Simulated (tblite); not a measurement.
Compound: C₁₁H₃N₅.
Bonds: N1–C2 (triple), C2–C3, C3–C4, C4–N5 (triple), C3–C6 (double), C6–C7, C7–C8 (double), C8–C9, C9–C10 (double), C10–C11, C11–N12 (triple), C10–C13, C13–N14 (triple), C9–N15, N15–C16 (double), C6–C16. Hydrogens: H17 on C7; H18 on C8; H19 on C16.

The geometry is computed with GFN2-xTB (gas phase).

Q: Give the optimised bond lengths and angles.

A: 
```csv
bond,length (Å),order
N1≡C2,1.147,triple
C2–C3,1.408,single
C3–C4,1.409,single
C4≡N5,1.147,triple
C3=C6,1.383,double
C6–C7,1.432,aromatic
C7–C8,1.353,aromatic
C8–C9,1.435,aromatic
C9=C10,1.386,double
C10–C11,1.409,single
C11≡N12,1.146,triple
C10–C13,1.407,single
C13≡N14,1.147,triple
C9–N15,1.367,aromatic
N15–C16,1.282,aromatic
C6–C16,1.443,aromatic
C7–H17,1.081,single
C8–H18,1.080,single
C16–H19,1.084,single
```

Orders are formal, as drawn. A selection of angles:
```csv
angle,degrees
N1–C2–C3,179.1
C2–C3–C4,115.4
C2–C3–C6,122.7
C4–C3–C6,122.0
C3–C4–N5,179.8
C3–C6–C7,122.4
C3–C6–C16,121.2
C7–C6–C16,116.4
C6–C7–C8,119.5
C6–C7–H17,119.1
C8–C7–H17,121.5
C7–C8–C9,119.5
C7–C8–H18,121.6
C9–C8–H18,118.8
C8–C9–C10,122.0
C8–C9–N15,121.0
C10–C9–N15,117.0
C9–C10–C11,121.9
C9–C10–C13,122.1
C11–C10–C13,116.0
C10–C11–N12,178.3
C10–C13–N14,179.9
C9–N15–C16,119.6
N15–C16–H19,116.6
C6–C16–N15,124.1
C6–C16–H19,119.3
```

Torsions: C2–C3–C6–C7 180° (antiperiplanar); C8–C9–C10–C11 180° (antiperiplanar).

Of the pairs four or more bonds apart, C13···H18 is among the closest relative to their van der Waals radii: 2.56 Å, 88 % of the sum of Bondi's values. The C–N distances run from 1.146 Å (C11≡N12, drawn triple) to 1.367 Å (C9–N15, drawn aromatic), a spread of 0.221 Å. The 6-membered ring C6–C7–C8–C9–N15–C16 has internal angles of 116.4° to 124.1°; it is planar, 0.00 Å rms from its mean plane, widest ring torsion 0°. The 10 C–C bonds span 1.353 Å (C7–C8, drawn aromatic) to 1.443 Å (C6–C16, drawn aromatic), a spread of 0.090 Å. The 16 heavy atoms lie in one plane (0.002 Å rms).

Point group: Cs (every atom within 0.08 Å of its image). Its GFN2-xTB frequencies are all real (lowest 35 cm⁻¹).
